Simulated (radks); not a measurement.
Values are calculated unless marked as measured or tabulated.
Dy+, 65 electrons, occupied as [Xe] 4f9 5d1 6s1 (not the ground configuration). Code: a radial shooting solver on a logarithmic mesh with Libxc functionals. Model: scalar-relativistic Kohn-Sham, r2SCAN, spin-polarised, spherical densities, finite nucleus; open shells are filled with parallel spins first (spin-orbit coupling, left out, can overturn this in heavy ions); meta-GGA in the generalised Kohn-Sham scheme; Fermi nuclear charge, rms radius 5.2218 fm.

Unscreened Slater integrals over Kohn-Sham orbitals (eV). They are taken over the spin-up orbitals.

F0(5d,5d): 9.9208
F2(5d,5d): 4.9618
F4(5d,5d): 3.2051
F0(5d,6s): 7.8647
G2(5d,6s): 2.5750
F0(5d,4f): 13.062
F2(5d,4f): 2.9547
F4(5d,4f): 1.4043
G1(5d,4f): 1.4034
G3(5d,4f): 1.1003
G5(5d,4f): 0.82888
F0(5d,5p): 12.003
F2(5d,5p): 5.3912
G1(5d,5p): 6.1166
G3(5d,5p): 3.7264
F0(6s,6s): 6.9612
F0(6s,4f): 9.0386
G3(6s,4f): 0.31283
F0(6s,5p): 8.6108
G1(6s,5p): 0.66607
F0(4f,4f): 31.639
F2(4f,4f): 14.893
F4(4f,4f): 9.3173
F6(4f,4f): 6.6959
F0(4f,5p): 19.717
F2(4f,5p): 6.7126
G2(4f,5p): 3.4744
G4(4f,5p): 2.6774
F0(5p,5p): 16.375
F2(5p,5p): 8.7930

Derived for the open shells (J is the average intra-shell exchange parameter used in DFT+U). 4f: F4/F2 = 0.626, F6/F2 = 0.450, J = (286 F2 + 195 F4 + 250 F6)/6435 = 1.204 eV. 5d: Racah B = F2/49 - 5 F4/441 = 0.06492 eV, C = 35 F4/441 = 0.2544 eV, C/B = 3.92, F4/F2 = 0.646, J = (F2 + F4)/14 = 0.5834 eV.
